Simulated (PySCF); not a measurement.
## C₆ coefficients of unlike pairs at UHF

Calculated with PySCF 2.14 from the dipole response of each species, C₆(A,B) = (3/π) ∫ α_A(iu) α_B(iu) du, in atomic units, from isotropic polarisabilities. For ions this is the dispersion term alone; charge-induced terms of lower order in 1/R come first.

```csv
species,configuration,basis,relativity,α (bohr³),C₆ (like pair)
Al³⁺,[Ne] (1S),def2-TZVPPD (6s5p4d1f),none,0.2478,0.2171
F³⁺,[He] 2s2 2p2 (3P),aug-cc-pwCVDZ (5s4p2d),none,0.9784,0.8651
Xe,[Xe] (1S),"x2c-TZVPPall with one added diffuse shell each of s, p, d, f type (9s7p5d3f)",spin-free X2C,25.99,274.9
Sb³⁺,[Kr] 4d10 5s2 (1S),aug-cc-pwCVTZ-PP with ECP28MDF (8s7p6d4f1g),core potential,12.16,59.05
```

Problem. Estimate C₆ for Sb³⁺ with F³⁺.

Solution. The integral gives 6.770. The combination rule 2 C_A C_B / (C_A α_B/α_A + C_B α_A/α_B) gives 6.590 and the geometric mean 7.147.

No spin-orbit coupling is included.

The other pairs:

```csv
pair,C₆
"Xe, F³⁺",14.27
"Sb³⁺, Al³⁺",2.575
"F³⁺, Al³⁺",0.3788
"Xe, Al³⁺",5.108
"Sb³⁺, Xe",126.8
```
